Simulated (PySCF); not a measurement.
# Correlation energy of Ar(2+) (argon, charge +2)

[Ne] 3s1 3p5, high-spin 3P determinant (an excited configuration). All numbers are calculated (PySCF 2.14, the non-relativistic Hamiltonian (point nucleus), in aug-cc-pV(Q+d)Z). Frozen: [Ne]; 6 electrons correlated.

| level | correlation energy (mhartree) |
| --- | --- |
| CCSD | -267.20 |
| (T) | -20.33 |
| CCSD(T) | -287.53 |

Diagnostics: T1 = 0.013, D1 = 0.0252, largest double amplitude 0.180.

A double-excitation amplitude exceeds 0.15, a sign of near-degeneracy.

Cost of the coupled-cluster step: roughly 30 core-seconds, for 6 correlated electrons.

Iterations:

```
CC2 = 0
CCSD nocc = (np.int64(4), np.int64(2)), nmo = (84, 84)
frozen orbitals [[0, 1, 2, 3, 4], [0, 1, 2, 3, 4]]
max_cycle = 100
direct = 0
conv_tol = 1e-08
conv_tol_normt = 1e-06
diis_space = 8
diis_start_cycle = 0
Init t2, MP2 energy = -0.200691868424177
Init E_corr(UCCSD) = -0.20069186842613
cycle = 1  E_corr(UCCSD) = -0.23331131257035  dE = -0.0326194441  norm(t1,t2) = 0.109839
cycle = 2  E_corr(UCCSD) = -0.247855374334315  dE = -0.0145440618  norm(t1,t2) = 0.0669094
cycle = 3  E_corr(UCCSD) = -0.268059492024928  dE = -0.0202041177  norm(t1,t2) = 0.0416684
cycle = 4  E_corr(UCCSD) = -0.265986161724468  dE = 0.0020733303  norm(t1,t2) = 0.00527199
cycle = 5  E_corr(UCCSD) = -0.267975890735008  dE = -0.00198972901  norm(t1,t2) = 0.00328178
cycle = 6  E_corr(UCCSD) = -0.267288564513055  dE = 0.000687326222  norm(t1,t2) = 0.00205943
cycle = 7  E_corr(UCCSD) = -0.267162460330251  dE = 0.000126104183  norm(t1,t2) = 0.000621166
cycle = 8  E_corr(UCCSD) = -0.267199138009477  dE = -3.66776792e-05  norm(t1,t2) = 0.00021644
cycle = 9  E_corr(UCCSD) = -0.267201406029287  dE = -2.26801981e-06  norm(t1,t2) = 7.93756e-05
cycle = 10  E_corr(UCCSD) = -0.267205019439644  dE = -3.61341036e-06  norm(t1,t2) = 2.22357e-05
cycle = 11  E_corr(UCCSD) = -0.267203577690397  dE = 1.44174925e-06  norm(t1,t2) = 6.10643e-06
cycle = 12  E_corr(UCCSD) = -0.267203516221192  dE = 6.14692051e-08  norm(t1,t2) = 2.02022e-06
cycle = 13  E_corr(UCCSD) = -0.267203477096708  dE = 3.91244837e-08  norm(t1,t2) = 5.47492e-07
cycle = 14  E_corr(UCCSD) = -0.267203486254124  dE = -9.15741616e-09  norm(t1,t2) = 1.35167e-07
UCCSD converged
E(UCCSD) = -524.9536290586728  E_corr = -0.2672034862541243
UCCSD(T) correction = -0.0203323751580441
```
